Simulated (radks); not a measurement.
Valence configurations of the nickel ion Ni3+ (all share [Ar]). All-electron calculation, scalar-relativistic Kohn-Sham, PBE, spin-polarised, spherical densities, point nucleus; open shells are filled with parallel spins first. Program: a radial shooting solver on a logarithmic mesh with Libxc functionals. Energies are relative to 3d7; eigenvalues in eV for spin up.

[
 {"valence": "3d7", "E (eV)": "0.000", "moment (Bohr magnetons)": "3", "e(3d)": "-48.513", "e(4p)": "-", "e(4s)": "-"},
 {"valence": "3d6 4p1", "E (eV)": "21.420", "moment (Bohr magnetons)": "5", "e(3d)": "-58.250", "e(4p)": "-29.253", "e(4s)": "-"},
 {"valence": "3d6.5 4p0.5", "E (eV)": "10.132", "moment (Bohr magnetons)": "4", "e(3d)": "-53.308", "e(4p)": "-27.601", "e(4s)": "-"},
 {"valence": "3d5 4p2", "E (eV)": "47.709", "moment (Bohr magnetons)": "7", "e(3d)": "-68.522", "e(4p)": "-32.357", "e(4s)": "-"},
 {"valence": "3d5.5 4p1.5", "E (eV)": "33.923", "moment (Bohr magnetons)": "6", "e(3d)": "-63.323", "e(4p)": "-30.843", "e(4s)": "-"},
 {"valence": "3d6 4s1", "E (eV)": "12.758", "moment (Bohr magnetons)": "5", "e(3d)": "-57.039", "e(4p)": "-", "e(4s)": "-37.254"},
 {"valence": "3d6 4s0.5 4p0.5", "E (eV)": "17.084", "moment (Bohr magnetons)": "5", "e(3d)": "-57.648", "e(4p)": "-28.931", "e(4s)": "-37.594"},
 {"valence": "3d6.5 4s0.5", "E (eV)": "5.954", "moment (Bohr magnetons)": "4", "e(3d)": "-52.688", "e(4p)": "-", "e(4s)": "-35.619"},
 {"valence": "3d4 4s2 4p1", "E (eV)": "71.392", "moment (Bohr magnetons)": "5", "e(3d)": "-76.471", "e(4p)": "-33.485", "e(4s)": "-43.189"},
 {"valence": "3d4 4p3", "E (eV)": "87.438", "moment (Bohr magnetons)": "7", "e(3d)": "-78.565", "e(4p)": "-35.175", "e(4s)": "-"}
]

NIST lists [Ar] 3d7 as the ground configuration; this level of theory agrees among the configurations tried. The energies are those of spherical high-spin densities, not of single terms.
